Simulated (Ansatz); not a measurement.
Born–Oppenheimer molecular dynamics of B$_{2}$H$_{8}$N$_{2}$Si (13 atoms, charge 0, multiplicity 1). It starts from a relaxed structure.

Level of theory: RKS B3LYP/STO-3G in Ansatz 0.2.0.

- ensemble: NVT, Langevin thermostat
- time step: 0.5 fs
- steps asked: 400
- set temperature: 1000 K
- friction: 0.001 /fs
- seed: 727892

First frame:

```xyz
13
Properties=species:S:1:pos:R:3
B -0.929 -0.334 1.693
N 0.261 -0.957 1.288
B 0.982 -0.984 0.005
N 0.743 -0.130 -1.075
Si -0.320 1.272 -1.332
H -1.526 0.337 0.945
H -1.327 -0.506 2.781
H 0.702 -1.581 2.001
H 1.831 -1.790 -0.097
H 1.350 -0.328 -1.898
H -0.211 2.199 -0.230
H 0.157 1.900 -2.544
H -1.694 0.867 -1.523
```

(1) How far do the bonds stretch over the last three quarters of this one trajectory? (Pairs bonded in most of those frames.)

## Answers

(1) 
```csv
bond,mean (Å),spread (Å),shortest,longest
B1–N2,1.406,0.024,1.36,1.46
B1–H6,1.177,0.042,1.10,1.25
B1–H7,1.176,0.020,1.13,1.23
N2–B3,1.485,0.036,1.41,1.59
N2–H8,1.049,0.013,1.02,1.09
B3–N4,1.404,0.020,1.36,1.45
B3–H9,1.194,0.069,1.08,1.30
N4–Si5,1.787,0.046,1.72,1.89
N4–H10,1.045,0.011,1.02,1.07
Si5–H11,1.446,0.024,1.39,1.50
Si5–H12,1.469,0.102,1.31,1.62
Si5–H13,1.454,0.060,1.34,1.56
```

Mean temperature of the second half: 545 K. The mean temperature of the second half is 45 % below the set value. A run of 0.2 ps of so small a system gives no equilibrium averages. Limits of this set-up: minimal basis.

Time of the run: 9 min on 1 CPU thread of a shared host.
